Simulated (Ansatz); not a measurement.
```xyz
4

N     0.5500    0.0000    2.8000
N    -0.5500    0.0000    2.8000
Li    1.3400    0.0000    0.0000
Li   -1.3400    0.0000    0.0000
```

RHF on singlet Li2N2 was run in several spherical basis sets with Ansatz (development build ahead of 0.2.0).

Question: Rank the basis sets by the total energy that they give, lowest first, with the distance from the lowest.
A. cc-pVDZ
B. 6-31G
C. def2-SVP

Answer: A (0.00 eV), B (2.48 eV), C (3.25 eV).

Totals follow the description of the cores as much as that of the bonds, so this order isn't one of quality for chemistry.
